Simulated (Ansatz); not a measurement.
Ansatz (an electronic-structure program) was given this input:
Ansatz 0.2 input:
```yaml
crystal:
  periodic: [false, false, false]
  atoms:
    - {symbol: Te, position_ang: [-0.00000000, -0.00000000, -1.30099916]}
    - {symbol: Te, position_ang: [0.00000000, 0.00000000, 1.30099916]}
basis:
  gaussian:
    orbitals: def2-SVP
hamiltonian:
  xc: {name: SVWN5}
magnetization: {spin_polarized: true, initial_magnetization: 2}
```

Problem. Give the total energy at the level Ansatz with SVWN5/def2-SVP.

Solution. -535.297481 Ha

Problem. Give the <S^2> at the level SVWN5/def2-SVP.

Solution. 2.001
